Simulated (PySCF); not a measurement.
Molecule: `P1[SiH2]P[SiH2]P[SiH2]1`, H9P3Si3.

Bonds (- single, = double, # triple, : aromatic): Si1-P2, P2-Si3, Si3-P4, P4-Si5, Si5-P6, P6-Si1. Si1 carries H7, H8; P2 carries H9; Si3 carries H10, H11; P4 carries H12; Si5 carries H13, H14; P6 carries H15.

Frames of a GFN2-xTB Langevin trajectory at 300 K; GIAO PBE0/pcSseg-1 shieldings in PySCF, gas phase, non-relativistic; equivalent atoms averaged within each frame.

Scale: ²⁹Si (349.16 ppm), ¹H (31.72 ppm) against TMS; H3PO4 for ³¹P (318.38 ppm) (reference shieldings calculated alike). The references are static minima.

Question: How do the shifts (ppm) fluctuate along the trajectory?

Answer: 
| time (fs) | Si1/Si3/Si5 | P2/P4/P6 | H7/H8/H10/H11/H13/H14 | H9/H12/H15 |
| --- | --- | --- | --- | --- |
| optimised geometry | -54.3 | -316.3 | 4.80 | 0.73 |
| 250 | -51.3 | -291.1 | 5.30 | 1.66 |
| 425 | -63.4 | -335.7 | 5.19 | 0.83 |
| 625 | -53.7 | -304.9 | 4.71 | 1.13 |
| 800 | -55.2 | -302.5 | 4.97 | 1.57 |
| 1000 | -47.4 | -304.0 | 4.93 | 1.12 |
| mean of frames | -54.2 | -307.6 | 5.02 | 1.26 |
| standard deviation | 5.9 | 16.6 | 0.23 | 0.34 |

5 frames give an uncertainty of the mean of about the standard deviation over 2.2 at best, since frames this close in time may not be independent; classical motion lacks zero-point vibration, and the reference would need the same averaging.
